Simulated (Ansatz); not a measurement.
Cl$_{2}$GeH$_{4}$NSi, SMILES `Cl[SiH][NH][GeH2][Cl]` radical at its PBE0-D4/def2-TZVP geometry, where that method's forces vanish. Charge 0, multiplicity 2.

```xyz
9

Cl    2.3420    0.9767    0.7401
Si    0.3910    1.6462    0.8095
N    -0.6330    0.3994    0.2235
Ge   -0.2729   -0.9021   -1.0102
Cl    0.4382   -2.6714   -0.0036
H     0.0218    1.9332    2.2293
H    -1.5465    0.3369    0.6519
H    -1.5807   -1.2967   -1.7020
H     0.8401   -0.4221   -1.9383
```

Q: What forces (eV/Å) does ωB97M-V/def2-TZVPP give on these atoms in Ansatz 0.2.0? (Estimate.)

A: The calculation gave: 
```
Cl1  0.083 -0.063 -0.005
Si2 -0.091  0.167  0.108
N3  -0.054 -0.042  0.041
Ge4 -0.016 -0.004 -0.173
Cl5  0.008 -0.007  0.014
H6   0.031 -0.046 -0.104
H7   0.016  0.001 -0.012
H8   0.110  0.031  0.056
H9  -0.086 -0.037  0.074
```
